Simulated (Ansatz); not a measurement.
`[CH3][AlH][SiH2][SeH]` + H₂S → `[CH3][AlH][SiH2]S` + H₂Se  (ligand exchange at the Si–Se bond)

Program: Ansatz. Geometries: PBE0-D4/def2-TZVP. ΔE: electronic, gas phase. CBS: MP2 limit from def2 TZ/QZ plus the TZ coupled-cluster correction, frozen cores. This one scheme is used for every species. Functionals use def2-TZVPP. For Se outer-core shells are correlated without core-valence functions, which leaves a few kJ/mol of doubt a bond. Scalar relativity is left out up to krypton. One conformer a species, not always the lowest.

```
          level  ΔE (kcal/mol)
         PBE-D4            1.7
        ωB97M-V            1.6
CCSD/def2-TZVPP            2.0
 CCSD/CBS(def2)            2.3
```

(1) What does CCSD(T)/CBS give? (Best estimate.)

Largest T1 diagnostic among the species: 0.011.

Answers

(1) The calculation gave: +2.3 kcal/mol. The listed levels differ from it by -0.6, -0.7, -0.3, 0.0 kcal/mol.
